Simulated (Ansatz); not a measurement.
One change: `B/C=C/CF` becomes `B/C=[CH]/[AlH][SiH3]`.

Ansatz, PBE0-D4/def2-TZVP geometries, multiplicity 1. Each molecule was computed in one conformer, which needn't be the lowest.

| property | `B/C=C/CF` |
| --- | --- |
| HOMO energy (PBE/def2-TZVPP) / eV | -7.19 |
| HOMO–LUMO gap (ωB97M-V/def2-TZVPP) / eV | 10.43 |
| LUMO energy (B3LYP/def2-TZVPP) / eV | -2.22 |
| size of the dipole moment (PBE/def2-TZVPP) / D | 2.24 |
| HOMO–LUMO gap (B3LYP/def2-TZVPP) / eV | 5.81 |
| HOMO–LUMO gap (PBE/def2-TZVPP) / eV | 4.21 |

(1) Give the same properties after the change, and the shifts. (Best estimate.)

## Answers

(1) The calculation gave: 
```json
{"property": "HOMO energy (PBE/def2-TZVPP) / eV", "`B/C=[CH]/[AlH][SiH3]`": "-6.49", "shift": "0.70"}
{"property": "HOMO–LUMO gap (ωB97M-V/def2-TZVPP) / eV", "`B/C=[CH]/[AlH][SiH3]`": "8.60", "shift": "-1.83"}
{"property": "LUMO energy (B3LYP/def2-TZVPP) / eV", "`B/C=[CH]/[AlH][SiH3]`": "-3.04", "shift": "-0.82"}
{"property": "size of the dipole moment (PBE/def2-TZVPP) / D", "`B/C=[CH]/[AlH][SiH3]`": "0.74", "shift": "-1.50"}
{"property": "HOMO–LUMO gap (B3LYP/def2-TZVPP) / eV", "`B/C=[CH]/[AlH][SiH3]`": "4.36", "shift": "-1.45"}
{"property": "HOMO–LUMO gap (PBE/def2-TZVPP) / eV", "`B/C=[CH]/[AlH][SiH3]`": "2.74", "shift": "-1.47"}
```

With PBE0 the HOMO rises by 0.66 eV and the LUMO falls by 0.84 eV, so the gap narrows by about 1.50 eV. PBE moves the HOMO by 0.70 eV and ωB97M-V by 0.84 eV. Dipoles are sizes alone; their direction can turn.

B3LYP here is the variant with VWN-RPA as its local correlation; programs differ in this.
